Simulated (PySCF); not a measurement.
A geometry optimisation on `c1cc2c(cc1)[cH-]cc2CC=C`.

Method: PBE0-D3(BJ)/def2-SVP geometry optimisation, gas phase (PySCF 2.14.0). Start geometry: GFN2-xTB. A driver script takes a list of jobs; this job's settings line and coordinates (Å) are shown.

Input:
```
{"job": {"xc": "PBE0", "basis": "def2-SVP", "d3": "d3bj", "grid": 1, "kind": "geom"}, "charge": -1, "multiplicity": 1}
C      3.187529     1.011277     0.565420
C      2.689416     0.122412    -0.279539
C      1.917020    -1.096015     0.104453
C      0.514974    -0.954580    -0.421923
C      0.014908    -1.542937    -1.586302
C     -1.312410    -1.174596    -1.777601
C     -1.674081    -0.321684    -0.725594
C     -2.857607     0.343840    -0.398280
C     -2.907226     1.133352     0.726691
C     -1.783419     1.278943     1.554571
C     -0.602656     0.635900     1.264543
C     -0.515664    -0.173124     0.129612
H      3.113891     0.878577     1.633810
H      3.672919     1.917763     0.235651
H      2.765934     0.293742    -1.347349
H      2.381015    -1.983990    -0.342309
H      1.920616    -1.212354     1.193339
H      0.580161    -2.202960    -2.234672
H     -1.951428    -1.496206    -2.587803
H     -3.735603     0.239178    -1.031792
H     -3.824705     1.655430     0.986468
H     -1.857125     1.912123     2.435209
H      0.258788     0.762892     1.913477
```

Output:
```
step   0  E = -463.03364183  max force = 0.016592
step   1  E = -463.03730943  max force = 0.003134
step   2  E = -463.03731766  max force = 0.002600
step   3  E = -463.03740430  max force = 0.001095
step   4  E = -463.03743256  max force = 0.000812
step   5  E = -463.03746403  max force = 0.000703
step   6  E = -463.03748377  max force = 0.000796
step   7  E = -463.03748679  max force = 0.000568
step   8  E = -463.03749206  max force = 0.000517
step   9  E = -463.03749655  max force = 0.000237
optimisation converged
```

Energies in Eh; «max force» is the largest Cartesian gradient component in Eh/bohr.

Q: Give the first gradient maximum in eV/Å.

A: With 1 Eh/bohr = 51.422 eV/Å, 0.853 eV/Å.

Q: How much energy does the optimisation release, in kJ/mol?

A: E(step 0) − E(last step) = 0.003855 Eh, which is 10.1 kJ/mol.

In short: final energy -463.03750 Eh after 9 steps.

Q: Give the final coordinates.

A: 0.169 Å rms from the input after alignment:
```
atom  x, y, z in Å
C1     3.5497    0.7901    0.8196
C2     2.9530    0.0551   -0.1238
C3     2.1807   -1.2126    0.0983
C4     0.7730   -1.1372   -0.4115
C5     0.2442   -1.8201   -1.5281
C6    -1.1113   -1.4962   -1.7115
C7    -1.4668   -0.5809   -0.6883
C8    -2.6663    0.0791   -0.3526
C9    -2.7136    0.9345    0.7401
C10   -1.5615    1.1578    1.5311
C11   -0.3629    0.5254    1.2285
C12   -0.2823   -0.3511    0.1272
H13    3.5208    0.4857    1.8721
H14    4.0613    1.7289    0.5860
H15    2.9730    0.4032   -1.1650
H16    2.7009   -2.0330   -0.4316
H17    2.2221   -1.4646    1.1765
H18    0.8200   -2.5117   -2.1537
H19   -1.7736   -1.8827   -2.4892
H20   -3.5663   -0.0856   -0.9575
H21   -3.6497    1.4439    0.9942
H22   -1.6177    1.8394    2.3868
H23    0.5252    0.7149    1.8414
```

The run took 5.1 min of wall time on one thread, x86-64 server (shared host).
Labels such as C1 count atoms from 1, the log's own numbers from 0.
